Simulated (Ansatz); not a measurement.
Relaxation of C3H12BNSi (18 atoms, charge 0, multiplicity 1), to a largest force component of 0.02 eV/Å in at most 40 steps.

Theory: Ansatz 0.2.0, RKS B3LYP/STO-3G.

```xyz
18
Properties=species:S:1:pos:R:3:forces:R:3
B 0.121 -2.336 2.293 -1.58 1.70 -1.03
Si 0.598 -0.439 2.065 0.25 0.22 1.90
C 0.751 -0.021 0.235 5.66 -0.19 2.41
N -0.446 -0.108 -0.421 -6.38 -1.56 -2.09
C -0.452 0.379 -1.814 -1.00 0.90 -0.01
C -0.732 1.901 -1.833 0.62 1.04 0.43
H -0.913 -2.672 1.814 0.53 -0.42 0.32
H 0.805 -3.019 2.873 0.70 -1.29 0.68
H -0.411 0.456 2.709 0.69 -0.67 -0.51
H 1.892 -0.221 2.765 -0.76 0.15 -0.62
H 1.174 1.011 0.206 -0.26 -0.38 -0.39
H 1.532 -0.719 -0.193 0.10 0.67 0.12
H -0.823 -1.107 -0.482 0.56 0.74 0.61
H 0.504 0.179 -2.253 1.44 -0.24 -1.16
H -1.236 -0.133 -2.405 0.07 -0.07 0.20
H 0.072 2.480 -1.282 -0.82 -0.67 -0.65
H -1.700 2.132 -1.355 0.11 -0.14 -0.01
H -0.774 2.251 -2.870 0.08 0.22 -0.20
```

Question: Where does it end, and by what steps?

Answer: The run converged. The force dipped under the threshold on the way, but the program's further checks kept it going. Limits of this set-up: minimal basis. After 29 steps the energy has fallen by 0.826 eV; H7 moved furthest, 1.08 Å.

```json
{"step": "0", "energy less start (eV)": "0.0000", "largest force component (eV/Å)": "6.382", "accepted": "yes"}
{"step": "2", "energy less start (eV)": "-0.6901", "largest force component (eV/Å)": "1.033", "accepted": "yes"}
{"step": "4", "energy less start (eV)": "-0.7887", "largest force component (eV/Å)": "0.181", "accepted": "yes"}
{"step": "6", "energy less start (eV)": "-0.7983", "largest force component (eV/Å)": "0.309", "accepted": "yes"}
{"step": "8", "energy less start (eV)": "-0.8120", "largest force component (eV/Å)": "0.067", "accepted": "yes"}
{"step": "10", "energy less start (eV)": "-0.8023", "largest force component (eV/Å)": "0.766", "accepted": "no"}
{"step": "12", "energy less start (eV)": "-0.8221", "largest force component (eV/Å)": "0.168", "accepted": "yes"}
{"step": "14", "energy less start (eV)": "-0.8225", "largest force component (eV/Å)": "0.187", "accepted": "no"}
{"step": "16", "energy less start (eV)": "-0.8237", "largest force component (eV/Å)": "0.076", "accepted": "yes"}
{"step": "18", "energy less start (eV)": "-0.8249", "largest force component (eV/Å)": "0.117", "accepted": "yes"}
{"step": "20", "energy less start (eV)": "-0.8257", "largest force component (eV/Å)": "0.031", "accepted": "yes"}
{"step": "22", "energy less start (eV)": "-0.8259", "largest force component (eV/Å)": "0.023", "accepted": "yes"}
{"step": "24", "energy less start (eV)": "-0.8261", "largest force component (eV/Å)": "0.032", "accepted": "yes"}
{"step": "26", "energy less start (eV)": "-0.8262", "largest force component (eV/Å)": "0.008", "accepted": "yes"}
{"step": "28", "energy less start (eV)": "-0.8262", "largest force component (eV/Å)": "0.033", "accepted": "no"}
{"step": "29", "energy less start (eV)": "-0.8262", "largest force component (eV/Å)": "0.008", "accepted": "yes"}
```

```xyz
18
Properties=species:S:1:pos:R:3
B 0.143 -2.395 2.270
Si 0.682 -0.513 2.111
C 0.714 0.134 0.330
N -0.643 -0.067 -0.337
C -0.588 0.371 -1.797
C -0.657 1.920 -1.931
H -0.034 -3.090 1.340
H -0.005 -2.886 3.327
H -0.191 0.324 2.906
H 2.018 -0.374 2.659
H 0.919 1.218 0.338
H 1.537 -0.337 -0.249
H -0.754 -1.123 -0.398
H 0.320 -0.004 -2.320
H -1.470 -0.073 -2.296
H 0.234 2.396 -1.495
H -1.547 2.307 -1.413
H -0.714 2.204 -2.993
```

Whether the end is a true minimum wasn't checked by a vibrational analysis.

Run time: 110 s on 1 thread of Arm Neoverse V1, on a shared host, peak memory 0.14 GiB.
